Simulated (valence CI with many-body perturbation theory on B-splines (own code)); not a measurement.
# Pm46+: electric-dipole lines

Calculated by configuration interaction combined with many-body perturbation theory (CI+MBPT): five valence electrons over a frozen Dirac-Fock core [Ne], radial functions for each j: 9 s, 9 p, 8 d, 6 f, 3 g, 1 h, with the one-electron correlation potential Σ1, the two-electron term Σ2, the three-electron term Σ3, Breit, model QED; selected CI, second order for the rest (own B-spline code, finite nucleus).

The last digits are not significant, and no measured levels were compared; by estimate large intervals hold to a few tenths of a per cent, small ones and those within an open d or f shell to about a per cent. Among the levels kept, up to 580 cm⁻¹ of a level comes from second order outside the variational space, and about a tenth of that is noise between levels of different J, which matters for small intervals.

Lines 1 to 50 of 203 in falling wavelength, among levels below 508.01 eV, chosen from the strongest by gf and those to the six lowest levels. Wavelengths and rates use the calculated energies. Electric multipoles are in the length gauge, E1 and E2 with the static RPA response of the core. Weak lines are less certain than strong ones. Lines between different terms over intervals too small for the method are left out, as are lines whose strength nearly cancels. Where a level lies close to another of its J and parity, the split of strength between their lines is uncertain. The highest levels of a list are the least certain.

Levels are named by their leading jj configuration (3d3/2^4 stands for four electrons in 3d with j = 3/2), which in mixed levels can hold well under half, so a name can repeat and another be missing. Letters in brackets count levels of one name in rising energy.

| λ vac (Å) | Upper | Lower | A (s⁻¹) | S (a.u.) with core polarisation | S without |
| --- | --- | --- | --- | --- | --- |
| 476.6 | (3s^2 3p1/2^2 3d3/2) J=3/2 | (3s^2 3p1/2 3p3/2^2) J=1/2 | 2.77e+03 | 5.93e-07 | 5.90e-07 |
| 327.4 | (3s^2 3p1/2^2 3d3/2) J=3/2 | (3s^2 3p1/2 3p3/2^2) J=5/2 | 8.48e+06 | 5.87e-04 | 5.98e-04 |
| 261.7 | (3s^2 3p1/2^2 3d3/2) J=3/2 | (3s^2 3p1/2 3p3/2^2) J=3/2 | 2.82e+05 | 9.97e-06 | 1.02e-05 |
| 186.5 | (3s^2 3p3/2^3) J=3/2 | (3s^2 3p1/2^2 3d5/2) J=5/2 | 5.67e+05 | 7.26e-06 | 7.38e-06 |
| 158.8 | (3s^2 3p1/2^2 3d5/2) J=5/2 | (3s^2 3p1/2 3p3/2^2) J=5/2 | 7.89e+07 | 9.37e-04 | 9.55e-04 |
| 142.5 | (3s 3p1/2^2 3p3/2 3d3/2) J=5/2 [a] | (3s^2 3p1/2 3p3/2 3d3/2) J=3/2 [b] | 5.83e+08 | 5.00e-03 | 5.09e-03 |
| 141.9 | (3s 3p1/2^2 3p3/2 3d3/2) J=5/2 [a] | (3s^2 3p1/2 3p3/2 3d5/2) J=3/2 [a] | 4.60e+08 | 3.89e-03 | 3.97e-03 |
| 141.6 | (3s^2 3p1/2^2 3d5/2) J=5/2 | (3s^2 3p1/2 3p3/2^2) J=3/2 | 1.15e+08 | 9.67e-04 | 9.86e-04 |
| 139.9 | (3s 3p1/2^2 3p3/2 3d3/2) J=3/2 [a] | (3s^2 3p1/2 3p3/2 3d3/2) J=1/2 [b] | 3.69e+08 | 2.00e-03 | 2.04e-03 |
| 138.1 | (3s 3p1/2^2 3p3/2 3d3/2) J=1/2 [a] | (3s^2 3p1/2 3p3/2 3d3/2) J=1/2 [b] | 5.68e+08 | 1.48e-03 | 1.51e-03 |
| 127.7 | (3s 3p1/2^2 3p3/2 3d3/2) J=5/2 [b] | (3s^2 3p1/2 3p3/2 3d5/2) J=7/2 [b] | 2.26e+08 | 1.39e-03 | 1.42e-03 |
| 123.6 | (3s 3p1/2^2 3p3/2 3d3/2) J=7/2 | (3s^2 3p1/2 3p3/2 3d3/2) J=5/2 [b] | 3.51e+09 | 2.62e-02 | 2.67e-02 |
| 116.2 | (3s^2 3p3/2^3) J=3/2 | (3s^2 3p1/2^2 3d3/2) J=3/2 | 3.71e+06 | 1.15e-05 | 1.17e-05 |
| 114.9 | (3s 3p1/2^2 3p3/2 3d3/2) J=3/2 [b] | (3s^2 3p1/2 3p3/2 3d3/2) J=1/2 [b] | 1.19e+09 | 3.58e-03 | 3.64e-03 |
| 114.7 | (3s 3p1/2^2 3p3/2 3d3/2) J=3/2 [b] | (3s^2 3p1/2 3p3/2 3d3/2) J=3/2 [b] | 1.93e+09 | 5.74e-03 | 5.85e-03 |
| 114.3 | (3s 3p1/2^2 3p3/2 3d3/2) J=3/2 [b] | (3s^2 3p1/2 3p3/2 3d5/2) J=3/2 [a] | 8.16e+08 | 2.41e-03 | 2.45e-03 |
| 114.3 | (3s 3p1/2^2 3p3/2 3d5/2) J=3/2 | (3s^2 3p1/2 3p3/2 3d5/2) J=1/2 | 3.83e+08 | 1.13e-03 | 1.15e-03 |
| 112.0 | (3s 3p1/2^2 3p3/2 3d5/2) J=3/2 | (3s^2 3p1/2 3p3/2 3d5/2) J=3/2 [b] | 5.31e+08 | 1.47e-03 | 1.50e-03 |
| 108.2 | (3s 3p1/2^2 3p3/2 3d3/2) J=3/2 [b] | (3s^2 3p1/2 3p3/2 3d3/2) J=5/2 [b] | 1.02e+09 | 2.56e-03 | 2.61e-03 |
| 106.7 | (3s 3p1/2^2 3p3/2 3d5/2) J=9/2 | (3s^2 3p1/2 3p3/2 3d5/2) J=9/2 | 5.42e+09 | 3.25e-02 | 3.31e-02 |
| 106.6 | (3s 3p1/2^2 3p3/2 3d3/2) J=5/2 [a] | (3s^2 3p1/2 3p3/2 3d3/2) J=7/2 | 1.42e+09 | 5.08e-03 | 5.17e-03 |
| 106.4 | (3s 3p1/2^2 3p3/2 3d5/2) J=7/2 [a] | (3s^2 3p1/2 3p3/2 3d5/2) J=5/2 [b] | 5.17e+09 | 2.45e-02 | 2.50e-02 |
| 105.1 | (3s 3p1/2^2 3p3/2 3d5/2) J=7/2 [a] | (3s^2 3p1/2 3p3/2 3d5/2) J=7/2 [b] | 3.51e+09 | 1.61e-02 | 1.64e-02 |
| 103.1 | (3s 3p1/2^2 3p3/2 3d3/2) J=5/2 [b] | (3s^2 3p1/2 3p3/2 3d3/2) J=3/2 [b] | 5.63e+08 | 1.83e-03 | 1.86e-03 |
| 102.8 | (3s 3p1/2^2 3p3/2 3d3/2) J=5/2 [b] | (3s^2 3p1/2 3p3/2 3d5/2) J=3/2 [a] | 4.07e+08 | 1.31e-03 | 1.33e-03 |
| 102.6 | (3s 3p1/2^2 3p3/2^2) J=5/2 | (3s^2 3p1/2 3p3/2^2) J=5/2 | 5.10e+09 | 1.63e-02 | 1.66e-02 |
| 100.8 | (3s 3p1/2^2 3p3/2 3d3/2) J=7/2 | (3s^2 3p1/2 3p3/2 3d3/2) J=7/2 | 6.74e+09 | 2.72e-02 | 2.77e-02 |
| 100.7 | (3s 3p1/2^2 3p3/2 3d3/2) J=1/2 [b] | (3s^2 3p1/2 3p3/2 3d3/2) J=1/2 [b] | 6.64e+09 | 6.69e-03 | 6.81e-03 |
| 100.5 | (3s 3p1/2^2 3p3/2 3d3/2) J=1/2 [b] | (3s^2 3p1/2 3p3/2 3d3/2) J=3/2 [b] | 1.13e+09 | 1.14e-03 | 1.16e-03 |
| 100.2 | (3s 3p1/2^2 3p3/2 3d3/2) J=1/2 [b] | (3s^2 3p1/2 3p3/2 3d5/2) J=3/2 [a] | 1.16e+09 | 1.15e-03 | 1.17e-03 |
| 100.0 | (3s 3p1/2^2 3p3/2 3d3/2) J=5/2 [a] | (3s^2 3p1/2 3p3/2 3d3/2) J=3/2 [a] | 1.80e+09 | 5.33e-03 | 5.43e-03 |
| 98.88 | (3s 3p1/2^2 3p3/2 3d3/2) J=3/2 [a] | (3s^2 3p1/2 3p3/2 3d3/2) J=1/2 [a] | 1.64e+09 | 3.13e-03 | 3.19e-03 |
| 98.63 | (3s 3p1/2^2 3p3/2 3d3/2) J=3/2 [a] | (3s^2 3p1/2 3p3/2 3d3/2) J=3/2 [a] | 5.34e+09 | 1.01e-02 | 1.03e-02 |
| 98.58 | (3s 3p1/2^2 3p3/2 3d3/2) J=5/2 [a] | (3s^2 3p1/2 3p3/2 3d3/2) J=5/2 [a] | 7.26e+09 | 2.06e-02 | 2.10e-02 |
| 98.13 | (3s 3p1/2^2 3p3/2 3d5/2) J=9/2 | (3s^2 3p1/2 3p3/2 3d5/2) J=7/2 [a] | 1.39e+10 | 6.48e-02 | 6.60e-02 |
| 97.98 | (3s 3p1/2^2 3p3/2 3d3/2) J=1/2 [a] | (3s^2 3p1/2 3p3/2 3d3/2) J=1/2 [a] | 8.84e+09 | 8.21e-03 | 8.36e-03 |
| 97.79 | (3s 3p1/2^2 3p3/2 3d3/2) J=5/2 [b] | (3s^2 3p1/2 3p3/2 3d3/2) J=5/2 [b] | 3.90e+09 | 1.08e-02 | 1.10e-02 |
| 97.73 | (3s 3p1/2^2 3p3/2 3d3/2) J=1/2 [a] | (3s^2 3p1/2 3p3/2 3d3/2) J=3/2 [a] | 4.54e+09 | 4.19e-03 | 4.26e-03 |
| 97.23 | (3s 3p1/2^2 3p3/2 3d3/2) J=3/2 [a] | (3s^2 3p1/2 3p3/2 3d3/2) J=5/2 [a] | 5.80e+09 | 1.05e-02 | 1.07e-02 |
| 97.10 | (3s 3p1/2^2 3p3/2 3d5/2) J=1/2 | (3s^2 3p1/2 3p3/2 3d5/2) J=1/2 | 1.63e+09 | 1.47e-03 | 1.50e-03 |
| 96.45 | (3s 3p1/2^2 3p3/2 3d5/2) J=5/2 | (3s^2 3p1/2 3p3/2 3d5/2) J=5/2 [a] | 8.55e+09 | 2.27e-02 | 2.31e-02 |
| 95.68 | (3s 3p1/2^2 3p3/2 3d5/2) J=7/2 [b] | (3s^2 3p1/2 3p3/2 3d5/2) J=5/2 [b] | 4.50e+09 | 1.56e-02 | 1.58e-02 |
| 95.38 | (3s 3p1/2^2 3p3/2 3d5/2) J=1/2 | (3s^2 3p1/2 3p3/2 3d5/2) J=3/2 [b] | 1.44e+10 | 1.24e-02 | 1.26e-02 |
| 95.09 | (3s 3p1/2^2 3p3/2^2) J=5/2 | (3s^2 3p1/2 3p3/2^2) J=3/2 | 8.42e+09 | 2.15e-02 | 2.19e-02 |
| 94.69 | (3s 3p1/2^2 3p3/2 3d5/2) J=7/2 [b] | (3s^2 3p1/2 3p3/2 3d5/2) J=7/2 [b] | 2.65e+09 | 8.89e-03 | 9.06e-03 |
| 94.06 | (3s 3p1/2^2 3p3/2^2) J=1/2 | (3s^2 3p1/2 3p3/2^2) J=1/2 | 1.79e+10 | 1.47e-02 | 1.49e-02 |
| 93.99 | (3s 3p1/2^2 3p3/2^2) J=3/2 | (3s^2 3p1/2 3p3/2^2) J=1/2 | 4.55e+06 | 7.46e-06 | 7.62e-06 |
| 93.73 | (3s 3p1/2 3p3/2^3) J=5/2 | (3s^2 3p3/2^3) J=3/2 | 9.00e+09 | 2.20e-02 | 2.24e-02 |
| 93.59 | (3s 3p1/2^2 3p3/2 3d3/2) J=7/2 | (3s^2 3p1/2 3p3/2 3d3/2) J=5/2 [a] | 1.79e+09 | 5.80e-03 | 5.90e-03 |
| 93.40 | (3s 3p1/2^2 3p3/2 3d5/2) J=5/2 | (3s^2 3p1/2 3p3/2 3d3/2) J=3/2 [b] | 4.64e+09 | 1.12e-02 | 1.14e-02 |
